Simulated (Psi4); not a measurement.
C₂H₆OS, charge +1, doublet, at a GFN2-xTB geometry (a state made from the parent by changing its charge; the spin is typed, not shown lowest); CAM-B3LYP/6-31G (Psi4 1.11).

Input for Psi4:
```
memory 2 GB

molecule {
1 2
C    -1.30956027    0.64165426   -0.78188424
S     0.00505826   -0.41669803   -0.07959067
C     1.54492139    0.56256668   -0.18640788
O    -0.28988667   -0.66512662    1.30126565
H    -2.25756047    0.11057683   -0.72631947
H    -1.06745328    0.86084288   -1.81688002
H    -1.37449429    1.55165765   -0.18678638
H     1.41487689    1.47437405    0.39510721
H     2.36213553   -0.01741859    0.23740007
H     1.74849007    0.78282306   -1.22944318
}

set {
  basis 6-31g
  reference uks
  damping_percentage 20
}

energy('cam-b3lyp')
print_variables()
```

What the program printed (banner, timings and long lists left out):

```
   => Loading Basis Set <=

    Name: 6-31G
    Role: ORBITAL
    Keyword: BASIS

         ---------------------------------------------------------
                                   SCF
               by Justin Turney, Rob Parrish, Andy Simmonett
                          and Daniel G. A. Smith
                              UKS Reference
         ---------------------------------------------------------

  ==> Geometry <==

    Molecular point group: c1
    Full point group: C1

    Geometry (in Angstrom), charge = 1, multiplicity = 2:

       Center              X                  Y                   Z               Mass
    ------------   -----------------  -----------------  -----------------  -----------------
         C           -1.299072423775     0.702035342573    -0.824139433015    12.000000000000
         S            0.015546106225    -0.356316947427    -0.121845863015    31.972071174400
         C            1.555409236225     0.622947762573    -0.228663073015    12.000000000000
         O           -0.279398823775    -0.604745537427     1.259010456985    15.994914619570
         H           -2.247072623775     0.170957912573    -0.768574663015     1.007825032230
         H           -1.056965433775     0.921223962573    -1.859135213015     1.007825032230
         H           -1.364006443775     1.612038732573    -0.229041573015     1.007825032230
         H            1.425364736225     1.534755132573     0.352852016985     1.007825032230
         H            2.372623376225     0.042962492573     0.195144876985     1.007825032230
         H            1.758977916225     0.843204142573    -1.271698373015     1.007825032230

  Running in c1 symmetry.

  Rotational constants: A =      0.25341  B =      0.20934  C =      0.13263 [cm^-1]
  Rotational constants: A =   7596.90064  B =   6275.80993  C =   3976.27536 [MHz]
  Nuclear repulsion =  184.103286145556069

  Charge       = 1
  Multiplicity = 2
  Electrons    = 41
  Nalpha       = 21
  Nbeta        = 20

  ==> Algorithm <==

  SCF Algorithm Type is DF.
  DIIS enabled.
  MOM disabled.
  Fractional occupation disabled.
  Guess Type is SAD.
  Energy threshold   = 1.00e-06
  Density threshold  = 1.00e-06
  Integral threshold = 1.00e-12

  ==> Primary Basis <==

  Basis Set: 6-31G
    Blend: 6-31G
    Number of shells: 34
    Number of basis functions: 52
    Number of Cartesian functions: 52
    Spherical Harmonics?: false
    Max angular momentum: 1

  ==> DFT Potential <==

   => LibXC <=

    Version 7.1.2
    S. Lehtola, C. Steigemann, M. J. T. Oliveira, and M. A. L. Marques,  SoftwareX 7, 1–5 (2018) (10.1016/j.softx.2017.11.002)

   => Composite Functional: CAM-B3LYP <=

    CAM-B3LYP Hyb-GGA Exchange-Correlation Functional

    T. Yanai, D. P. Tew, and N. C. Handy,  Chem. Phys. Lett. 393, 51 (2004) (10.1016/j.cplett.2004.06.011)

    Deriv               =              1
    GGA                 =           TRUE
    Meta                =          FALSE

    Exchange Hybrid     =           TRUE
    MP2 Hybrid          =          FALSE

   => Exchange Functionals <=

    0.3500         Becke 88 [omega = 0.3300]
    0.4600   Short-range recipe for B88 functional - erf [omega = 0.3300]

   => Exact (HF) Exchange <=

    0.4600            HF,LR [omega = 0.3300]
    0.1900               HF

   => Correlation Functionals <=

    0.1900   Vosko, Wilk & Nusair (VWN5)
    0.8100   Lee, Yang & Parr

   => LibXC Density Thresholds  <==

    XC_HYB_GGA_XC_CAM_B3LYP:  1.00E-14

   => Molecular Quadrature <=

    Radial Scheme          =       TREUTLER
    Pruning Scheme         =           NONE
    Nuclear Scheme         =       TREUTLER

    Blocking Scheme        =         OCTREE
    BS radius alpha        =              1
    Pruning alpha          =              1
    Radial Points          =             75
    Spherical Points       =            302
    Total Points           =         214316
    Total Blocks           =           1648
[...]
   @DF-UKS iter   2:  -552.22728727155777    1.26932e-01   1.82368e-02 DIIS/ADIIS/DAMP=20%
   @DF-UKS iter   3:  -552.48991166531903   -2.62624e-01   3.15865e-03 DIIS/ADIIS/DAMP=20%
   @DF-UKS iter   4:  -552.61247619875996   -1.22565e-01   2.48140e-03 DIIS/ADIIS/DAMP=20%
   @DF-UKS iter   5:  -552.61282742604328   -3.51227e-04   9.60122e-04 DIIS/ADIIS/DAMP=20%
   @DF-UKS iter   6:  -552.61118394228720    1.64348e-03   2.54710e-04 DIIS/ADIIS/DAMP=20%
   @DF-UKS iter   7:  -552.62606178089914   -1.48778e-02   1.41496e-04 DIIS/ADIIS/DAMP=20%
   @DF-UKS iter   8:  -552.62015239855145    5.90938e-03   8.88536e-05 DIIS/DAMP=20%
   @DF-UKS iter   9:  -552.62260101876109   -2.44862e-03   5.28229e-05 DIIS/DAMP=20%
   @DF-UKS iter  10:  -552.62180919275613    7.91826e-04   2.98057e-05 DIIS/DAMP=20%
   @DF-UKS iter  11:  -552.62194121954894   -1.32027e-04   7.53551e-06 DIIS/DAMP=20%
   @DF-UKS iter  12:  -552.62201069386447   -6.94743e-05   4.55550e-06 DIIS/DAMP=20%
   @DF-UKS iter  13:  -552.62201794719886   -7.25333e-06   1.59444e-06 DIIS/DAMP=20%
   @DF-UKS iter  14:  -552.62203121138020   -1.32642e-05   5.78740e-07 DIIS/DAMP=20%
   @DF-UKS iter  15:  -552.62203271324870   -1.50187e-06   4.80505e-07 DIIS/DAMP=20%
   @DF-UKS iter  16:  -552.62203254122664    1.72022e-07   2.94938e-07 DIIS/DAMP=20%
  Energy and wave function converged.

  ==> Post-Iterations <==

   Electrons on quadrature grid:
      Nalpha   =   21.0000198337 ; deviation = 1.983e-05
      Nbeta    =   20.0000171055 ; deviation = 1.711e-05
      Ntotal   =   41.0000369392 ; deviation = 3.694e-05

   @Spin Contamination Metric:   3.965735887E-03
   @S^2 Expected:                7.500000000E-01
   @S^2 Observed:                7.539657359E-01
   @S   Expected:                5.000000000E-01
   @S   Observed:                5.000000000E-01

    Orbital Energies [Eh]
    ---------------------

    Alpha Occupied:

[...]
    Alpha Virtual:

[...]
      52A      1.413742

    Beta Occupied:

[...]
    Beta Virtual:

[...]
    Final Occupation by Irrep:
              A
    DOCC [    20 ]
    SOCC [     1 ]
    NA   [    21 ]
    NB   [    20 ]

  @DF-UKS Final Energy:  -552.62203254122664

   => Energetics <=

    Nuclear Repulsion Energy =            184.1032861455560692
    One-Electron Energy =               -1113.0527785482902345
    Two-Electron Energy =                 411.4826804411010244
    DFT Exchange-Correlation Energy =     -35.1552205795934540
    Empirical Dispersion Energy =           0.0000000000000000
    VV10 Nonlocal Energy =                  0.0000000000000000
    Total Energy =                       -552.6220325412266448

  UHF NO Occupations:
  HONO-2 :   19  A 1.9998774
  HONO-1 :   20  A 1.9983675
  HONO-0 :   21  A 1.0000000
  LUNO+0 :   22  A 0.0016325
  LUNO+1 :   23  A 0.0001226
  LUNO+2 :   24  A 0.0000987
  LUNO+3 :   25  A 0.0000484

Computation Completed

Properties will be evaluated at   0.000000,   0.000000,   0.000000 [a0]

Properties computed using the SCF density matrix

 Multipole Moments:

 ------------------------------------------------------------------------------------
     Multipole            Electronic (a.u.)      Nuclear  (a.u.)        Total (a.u.)
 ------------------------------------------------------------------------------------

 L = 1.  Multiply by 2.5417464519 to convert [e a0] to [Debye]
 Dipole X            :         -0.5362010            0.8324045            0.2962036
 Dipole Y            :         -3.8717983            4.7923559            0.9205576
 Dipole Z            :          2.0561096           -3.3537312           -1.2976216
 Magnitude           :                                                    1.6183277

 ------------------------------------------------------------------------------------

  Variable Map:
  ----------------------------------------------------------------------------
[...]
  Array Variable Map:
  ----------------------------------------------------------------------------
[...]
[...]
```
